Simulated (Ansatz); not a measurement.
Basis-set series for CH5FSSi, SMILES `FC[SiH2]S`. Charge 0, multiplicity 1. Geometry: relaxed with PBE0-D4/def2-TZVP. It is one conformer, not always the lowest.

Z-matrix (Å, degrees):
```
C
Si 1 1.892
F 1 1.393 2 109.3
H 1 1.096 2 111.5 3 -119.5
H 1 1.094 2 111.3 3 119.5
S 2 2.132 1 110.6 3 -60.8
H 2 1.485 1 109.2 3 -177.2
H 2 1.485 1 108.7 3 62.3
H 6 1.345 2 93.4 1 56.7
```

| functional | basis | functions | energy (Eh) | HOMO (eV) | LUMO (eV) |
| --- | --- | --- | --- | --- | --- |
| PBE0-D4 | def2-SVP | 89 | -827.92677 | -7.39 | 0.60 |
| PBE0-D4 | def2-QZVPP | 404 | -828.36883 | -7.56 | -0.07 |
| ωB97M-V | def2-SVP | 89 | -828.22647 | -9.56 | 2.57 |
| ωB97M-V | def2-QZVPP | 404 | -828.67245 | -9.77 | 1.39 |

Give the rows for def2-TZVPP. (Best estimate.)

Computed: 
```csv
functional,basis,functions,energy (Eh),HOMO (eV),LUMO (eV)
PBE0-D4,def2-TZVPP,216,-828.33918,-7.53,0.15
ωB97M-V,def2-TZVPP,216,-828.64428,-9.73,1.88
```

Positive LUMOs are unbound and depend on the basis.
